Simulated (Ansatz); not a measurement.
Basis-set extrapolation for CH8AlFSi2 (`F[CH2][Al]([SiH3])[SiH3]`) (PBE0-D4/def2-TZVP geometry, frozen core, the Gaussian-basis code of Ansatz). Multiplicity 1, RHF reference.

```tsv
	def2-TZVPP	def2-QZVPP
HF	-961.803354	-961.834274
MP2 correlation	-0.749196	-0.808838
CCSD(T) correlation	-0.848430	not run
```

Energies in hartree. Use E(X) = E(∞) + A·exp(−7.88·√X) for Hartree–Fock and E(X) = E(∞) + B·X^(−2.97) for correlation, with X = 3 and 4, and add CCSD(T) minus MP2 of the smaller set to the MP2 limit.

**Question.** What is the CCSD(T) energy at the basis-set limit?

**Answer.** HF limit: -961.834274 + (-0.030920) × 0.13774 = -961.83853. MP2 limit: -0.808838 + (-0.059642) × 0.74074 = -0.85302. Higher-order term: -0.848430 − (-0.749196) = -0.09923. Total: -962.79078 hartree, 87.2 kcal/mol below CCSD(T)/def2-TZVPP.
